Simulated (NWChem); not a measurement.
Molecule: ammonia borane (BNH6); SMILES [BH3-][NH3+]

Results from NWChem. Level B3LYP/def2-SVP: optimisations from one semi-empirical or force-field start; each run changes one setting, and all end within 0.3 mHa of each other.

```json
[
 {"setting": "redundant internal coordinates, default thresholds", "optimisation steps": "4"},
 {"setting": "tight thresholds", "optimisation steps": "8"},
 {"setting": "symmetry off", "optimisation steps": "4"},
 {"setting": "Cartesian coordinates", "optimisation steps": "5"}
]
```
